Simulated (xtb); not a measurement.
tetrasilane (H10Si4), singlet, at a GFN2-xTB geometry; GFN0-xTB in xtb.

xtb was given this input:
```
$ xtb mol.xyz --gfn 0 --json

# file mol.xyz
14

Si     2.12583184    -0.97992047     0.95213831
Si     1.08981859     0.98375056     0.30426897
Si    -0.75044984     0.70364371    -1.09076116
Si    -2.44442748    -0.60418660    -0.21378814
H      3.28463556    -0.80359186     1.82955270
H      1.19310244    -1.85202856     1.67198931
H      2.60001803    -1.74488376    -0.20450490
H      2.07880162     1.89236712    -0.29930356
H      0.65736030     1.72312849     1.50366285
H     -0.28813097     0.11273720    -2.35935737
H     -1.29524875     2.00357968    -1.51659198
H     -2.96034576    -0.04672178     1.03956982
H     -3.60309509    -0.77983848    -1.09151795
H     -1.95792107    -1.95076868     0.10048935
```

It wrote (shortened):

```
   ID    Z sym.   atoms
    1   14 Si     1-4
    2    1 H      5-14

           -------------------------------------------------
          |                Calculation Setup                |
           -------------------------------------------------

           -------------------------------------------------
          |                 G F N 0 - x T B                 |
           -------------------------------------------------

          ...................................................
          :                      SETUP                      :
          :.................................................:
          :  # basis functions                  60          :
          :  # atomic orbitals                  56          :
          :  # shells                           32          :
          :  # electrons                        26          :
          :  electronic temp.          300.0000000     K    :
          :  accuracy                    1.0000000          :
          :  -> integral cutoff          0.2500000E+02      :
          :  -> integral neglect         0.1000000E-07      :
          ...................................................

         :::::::::::::::::::::::::::::::::::::::::::::::::::::
         ::                     SUMMARY                     ::
         :::::::::::::::::::::::::::::::::::::::::::::::::::::
         :: total energy             -12.857306923373 Eh    ::
         :: gradient norm              0.011047660091 Eh/a0 ::
         :: HOMO-LUMO gap              2.470234176156 eV    ::
         ::.................................................::
         :: H0 energy                -12.910315241580 Eh    ::
         :: repulsion energy           0.140131881778 Eh    ::
         :: electrostat energy        -0.082964838058 Eh    ::
         :: -> Gsolv                   0.000000000000 Eh    ::
         ::    -> Gsasa                0.000000000000 Eh    ::
         ::    -> Gshift               0.000000000000 Eh    ::
         :: dispersion energy         -0.004158725513 Eh    ::
         :: short-range corr.          0.000000000000 Eh    ::
         :: add. restraining           0.000000000000 Eh    ::
         :: total charge              -0.000000000000 e     ::
         :::::::::::::::::::::::::::::::::::::::::::::::::::::

           -------------------------------------------------
          |                Property Printout                |
[...]
     6   1 H        0.918    -0.131     6.790     4.076
     7   1 H        0.918    -0.130     6.730     4.057
     8   1 H        0.916    -0.123     6.440     3.969
     9   1 H        0.915    -0.130     6.731     4.058
    10   1 H        0.915    -0.130     6.731     4.058
    11   1 H        0.916    -0.123     6.440     3.969
    12   1 H        0.918    -0.130     6.730     4.057
    13   1 H        0.918    -0.122     6.383     3.951
    14   1 H        0.918    -0.131     6.790     4.076

 Mol. C6AA /au·bohr⁶  :       5397.758229
 Mol. C8AA /au·bohr⁸  :     244183.508395
 Mol. α(0) /au        :        128.882569

Wiberg/Mayer (AO) data.
largest (>0.10) Wiberg bond orders for each atom

 ---------------------------------------------------------------------------
     #   Z sym  total        # sym  WBO       # sym  WBO       # sym  WBO
 ---------------------------------------------------------------------------
     1  14 Si   3.783 --     2 Si   1.012     5 H    0.866     7 H    0.866
                             6 H    0.865
     2  14 Si   3.938 --     1 Si   1.012     3 Si   0.980     9 H    0.833
                             8 H    0.833
     3  14 Si   3.938 --     4 Si   1.012     2 Si   0.980    10 H    0.833
                            11 H    0.833
     4  14 Si   3.783 --     3 Si   1.012    13 H    0.866    12 H    0.866
                            14 H    0.865
     5   1 H    0.912 --     1 Si   0.866
     6   1 H    0.911 --     1 Si   0.865
     7   1 H    0.912 --     1 Si   0.866
     8   1 H    0.924 --     2 Si   0.833
     9   1 H    0.924 --     2 Si   0.833
    10   1 H    0.924 --     3 Si   0.833
    11   1 H    0.924 --     3 Si   0.833
    12   1 H    0.912 --     4 Si   0.866
    13   1 H    0.912 --     4 Si   0.866
    14   1 H    0.911 --     4 Si   0.865
 ---------------------------------------------------------------------------

Topologies differ in total number of bonds
Writing topology from bond orders to xtbtopo.mol

 dipole moment from electron density (au)
     X       Y       Z
   0.0408   0.2031  -0.0947  total (Debye):    0.579

           -------------------------------------------------
          | TOTAL ENERGY              -12.857306923373 Eh   |
          | GRADIENT NORM               0.011047660091 Eh/α |
          | HOMO-LUMO GAP               2.470234176156 eV   |
           -------------------------------------------------

normal termination of xtb
```
